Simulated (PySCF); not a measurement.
C₃H₉FSSi₂.
Cartesian coordinates in Å at the GFN2-xTB level; atoms count from 1:
```
atom  x, y, z in Å
F1    -4.0266   -0.9497    0.9456
C2    -3.6028   -0.2365   -0.1116
C3    -2.3440    0.1363   -0.2356
Si4   -1.0341   -0.2849    1.0602
C5     0.6373    0.1063    0.2347
S6     1.9766   -0.2546    1.4273
Si7    3.6689    0.2513    0.2205
H8    -4.4188   -0.0380   -0.7951
H9    -2.0962    0.7060   -1.1178
H10   -1.2027    0.5692    2.2381
H11   -1.0853   -1.7034    1.4113
H12    0.8116   -0.5032   -0.6501
H13    0.7209    1.1544   -0.0460
H14    3.6321   -0.5881   -0.9738
H15    3.5454    1.6564   -0.1581
H16    4.8102   -0.0127    1.0740
```

Computed, not measured: TDDFT CAM-B3LYP/def2-SVPD, vertical, gas phase, core orbitals frozen in the response in PySCF 2.14.0, density-fitted response routines.

Broadening: Gaussians 0.3 eV wide at half height, area fixed by f = 4.319×10⁻⁹ ∫ε dν̃. The width is an assumption, not a result. The curve ends short of the highest state used, and states not computed would add to its high-energy end.

| E (eV) | ε (L mol⁻¹ cm⁻¹) |
| --- | --- |
| 5.16 | 1 |
| 5.23 | 5 |
| 5.30 | 23 |
| 5.36 | 65 |
| 5.43 | 166 |
| 5.50 | 316 |
| 5.56 | 438 |
| 5.63 | 511 |
| 5.70 | 522 |
| 5.76 | 552 |
| 5.83 | 648 |
| 5.89 | 719 |
| 5.96 | 675 |
| 6.03 | 484 |
| 6.09 | 289 |
| 6.16 | 122 |
| 6.23 | 46 |
| 6.29 | 34 |
| 6.36 | 57 |
| 6.43 | 129 |
| 6.49 | 314 |
| 6.56 | 976 |
| 6.63 | 2669 |
| 6.69 | 5237 |

(1) Where are the band maxima, and which computed states make them?

(2) On this curve, what absorbance would a 10⁻⁴ mol/L sample give at 193 nm over a 1 cm path?

(3) Coming from long wavelengths, where does ε first pass 100 L mol⁻¹ cm⁻¹?

## Answers

(1) 210 nm (5.91 eV), ε about 720, made up of S2 (96%) (ε in L mol⁻¹ cm⁻¹; maxima over ε = 5, shares over 10%). At its high-energy end, 6.69 eV, the curve is still rising (ε about 5200, from S4). The states used: S1 5.61 eV (f 0.0052); S2 5.92 eV (f 0.0077); S3 6.50 eV (f 0.0009); S4 6.84 eV (f 0.112); S5 7.06 eV (f 0.021); S6 7.10 eV (f 0.344); S7 7.21 eV (f 0.0045); S8 7.29 eV (f 0.0063).

(2) 193 nm is 6.424 eV, where ε is about 120 L mol⁻¹ cm⁻¹, so A = ε c l ≈ 0.012 (Beer–Lambert, with the gas-phase spectrum and the assumed width).

(3) At about 230 nm (5.39 eV), 0.22 eV below S1.

The run took 92 s of wall time on Arm Neoverse N1, one thread, shared host with 64 logical CPUs at a one-minute load of 52, and the process peaked at 1.1 GiB of memory.

One conformer stands for the species.
